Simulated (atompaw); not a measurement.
Building the PAW (atompaw) potential for Yb (PBEsol, scalar-relativistic).

atompaw 4.2.0.5 was run on this input:

```
Yb 70
GGA-PBESOL scalarrelativistic loggrid 2001 logderivrange -6 5 276
6 6 5 4 0 0
6 1 0
5 2 0
0 0 0
c
c
c
c
v
v
c
c
c
v
v
c
c
v
v
3
3.00 2.20 2.85 2.45
n
n
y
0.6
n
y
0.4
n
custom rrkj gramschmidtortho besselshape
4 0 ultrasoft
2.00
3.00
2.10
3.00
3.00
3.00
0.80
0.80
PWSCFOUT
UPFDX 0.0125d0 UPFXMIN -7.d0 UPFZMESH 70.d0
END
```

Command:

```bash
atompaw < Yb.input > Yb.log
```

Output (summary file):

```
Completed calculations for Yb (AE)

 Exchange-correlation type: GGA, Perdew-Burke-Ernzerhof modified (PBEsol)

 Radial integration grid is logarithmic
 r0 =   9.7284957E-05 h =   6.8099470E-03   n =      2001 rmax =   8.0000000E+01

 Scalar relativistic calculation

 AEatom converged in 254 iterations
   nz     =  70.00
   delta  =       2.204509344289E-15

 All Electron Orbital energies:
  n  l      occupancy      energy
  1  0      2.0000000E+00 -4.4997428E+03
  2  0      2.0000000E+00 -7.6238838E+02
  3  0      2.0000000E+00 -1.7182448E+02
  4  0      2.0000000E+00 -3.3782336E+01
  5  0      2.0000000E+00 -4.0407386E+00
  6  0      2.0000000E+00 -2.8943894E-01
  2  1      6.0000000E+00 -6.7195545E+02
  3  1      6.0000000E+00 -1.4456997E+02
  4  1      6.0000000E+00 -2.4836527E+01
  5  1      6.0000000E+00 -2.0185598E+00
  6  1      0.0000000E+00 -7.9750035E-02
  3  2      1.0000000E+01 -1.1138880E+02
  4  2      1.0000000E+01 -1.3068675E+01
  5  2      0.0000000E+00 -5.0016673E-02
  4  3      1.4000000E+01 -2.2528847E-01

 Total energy
   Total                    :   -28110.87257482235873

 ---
 Completed calculations for Yb (SC)

 Exchange-correlation type: GGA, Perdew-Burke-Ernzerhof modified (PBEsol)

 Radial integration grid is logarithmic
 r0 =   9.7284957E-05 h =   6.8099470E-03   n =      2001 rmax =   8.0000000E+01

 Scalar relativistic calculation

 SCatom converged in   4 iterations
   nz     =  70.00
   delta  =       8.265047744875E-16

 Valence Electron Orbital energies:
  n  l      occupancy      energy
   5  0      2.0000000E+00 -4.0407386E+00
   6  0      2.0000000E+00 -2.8943894E-01
   5  1      6.0000000E+00 -2.0185598E+00
   6  1      0.0000000E+00 -7.9750035E-02
   5  2      0.0000000E+00 -5.0016673E-02
   4  3      1.4000000E+01 -2.2528847E-01

 Total energy
   Total                    :   -28110.87257483364010
   Valence                  :    -1002.74306353602731

 PAW parameters:
       lmax =            3
         rc =    3.0029675806369642
        irc =         1519
   rc_shape =    2.2103298560172897
    rc_vloc =    2.8631710875027387
    rc_core =    2.4647871538047479
   Vloc: Non norm-conserving form with l= 4;e=   0.0000E+00
   Projector type: RRKJ pseudization + Gram-Schmidt ortho.
   Bessel compensation charge shape zeroed at   2.2103E+00

 Number of basis functions     8
 No.   n  nodes  l      Energy         Cp coeff         Occ
  1    5    4    0   -0.4040739E+01  0.1000000E+01  0.2000000E+01
  2    6    5    0   -0.2894389E+00  0.6264624E+00  0.2000000E+01
  3    5    3    1   -0.2018560E+01  0.1000000E+01  0.6000000E+01
  4    6    4    1   -0.7975004E-01  0.9709535E+00  0.0000000E+00
  5    5    2    2   -0.5001667E-01  0.1000000E+01  0.0000000E+00
  6  999    3    2    0.6000000E+00  0.6439103E-01  0.0000000E+00
  7    4    0    3   -0.2252885E+00  0.1000000E+01  0.1400000E+02
  8  999    1    3    0.4000000E+00  0.9788181E-02  0.0000000E+00

 Eigenvalues of overlap operator (in the basis of projectors):
    1        8.83725751E-03
    2        3.03939869E-01
    3        5.92547586E-01
    4        8.85506933E-01
    5        6.20835695E+00
    6        7.59632514E+00
    7        1.27180611E+01
    8        3.22270200E+02

 Orbital leakage outside PAW augmentation regions
   orb  is_core?  %out_of_sphere
   1 0    T           0.00
   2 0    T           0.00
   3 0    T           0.00
   4 0    T           0.00
   5 0    F           0.12
   6 0    F          72.20
   2 1    T           0.00
   3 1    T           0.00
   4 1    T           0.00
   5 1    F           1.20
   6 1    F          93.29
   3 2    T           0.00
   4 2    T           0.00
   5 2    F          56.48
   4 3    F           0.64

 Summary of PAW energies
   Total valence energy     :  -1002.74079896844250
   Smooth energy            :    343.97966117598565
   One center               :  -1346.72046014442822
   Smooth kinetic           :    335.54377493856532
   Vloc energy              :     36.76506684445564
   Smooth exch-corr         :    -33.97318606963972
   One-center xc            :   -542.82286052877828
```

The run took about 2.5 min on one core of a shared server CPU.
